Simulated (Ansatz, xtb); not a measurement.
**Two isomers of FGeH3OSi**

Structure a is `F[SiH2][O][GeH]`, a singlet and structure b is `[F][Ge][O][SiH3]`, a singlet. Both are isolated molecules in the gas phase, relaxed with PBE0-D4/def2-SVP; the shapes shown needn't be the lowest conformers.

a (Å):

```yaml
atoms:
  - { symbol: F, position_ang: [0.2480, 2.9864, -0.4441] }
  - { symbol: Ge, position_ang: [3.1896, 0.7549, -0.7392] }
  - { symbol: O, position_ang: [1.5436, 0.6790, -0.0215] }
  - { symbol: Si, position_ang: [0.1427, 1.5096, 0.2167] }
  - { symbol: H, position_ang: [-0.9747, 0.7984, -0.4561] }
  - { symbol: H, position_ang: [-0.0853, 1.6881, 1.6737] }
  - { symbol: H, position_ang: [3.0499, 2.2561, -1.3080] }
```

b (Å):

```xyz
7

F     0.8879   -1.5211    1.5771
Ge   -0.3498   -2.2479    0.5464
O    -0.6772   -0.7965   -0.4166
Si   -0.0752    0.7713   -0.4251
H    -0.7844    1.5170   -1.5032
H    -0.3298    1.4390    0.8847
H     1.3897    0.7701   -0.7089
```

**Question.** Estimate E(b) − E(a) at the level CCSD(T)/def2-SVP + ΔMP2/def2-TZVPP.

**Answer.** Too close to call at this level: CCSD(T)/def2-SVP + ΔMP2/def2-TZVPP gives E(b) − E(a) = +3.80 kJ/mol.

How the difference moves with the method:

| level | geometry | E(b) − E(a) (kJ/mol) | departure from the last row (kJ/mol) | job, with rough time for the two |
| --- | --- | --- | --- | --- |
| PBE0-D4/def2-SVP | PBE0-D4/def2-SVP | −11.93 | −15.73 | optimisation, 26 s |
| HF/def2-SVP | PBE0-D4/def2-SVP | +3.93 | +0.12 | part of the CCSD(T) run |
| MP2/def2-SVP | PBE0-D4/def2-SVP | −10.65 | −14.45 | part of the CCSD(T) run |
| CCSD(T)/def2-SVP | PBE0-D4/def2-SVP | −8.03 | −11.83 | single point |
| CCSD(T)/def2-SVP + ΔMP2/def2-TZVPP | PBE0-D4/def2-SVP | +3.80 |  | single point, 15 s |

As drawn, b has 1 F–Ge, 1 Si–H in place of 1 F–Si, 1 Ge–H.

The largest departure from CCSD(T)/def2-SVP + ΔMP2/def2-TZVPP is that of PBE0-D4/def2-SVP, 15.73 kJ/mol. Levels run at GFN2-xTB geometries aren't shown. The last row adds to CCSD(T) the change of the MP2 difference between the two basis sets, here +11.83 kJ/mol.

With harmonic frequencies from PBE0-D4/def2-SVP (ideal gas, rigid rotor, one conformer each, 298.15 K, 1 atm): on the last row, ΔE + ΔZPE = +5.18 kJ/mol. A mode under 50 cm⁻¹ makes harmonic enthalpies and free energies unreliable, so none is given.

The correlated steps freeze 16 core orbitals; the filled d shell of Ge is correlated, in a basis made for valence electrons. Programs: Ansatz 0.2.0; the last row on 2 threads of Intel(R) Xeon(R) 6975P-C (Granite Rapids) on a shared host.
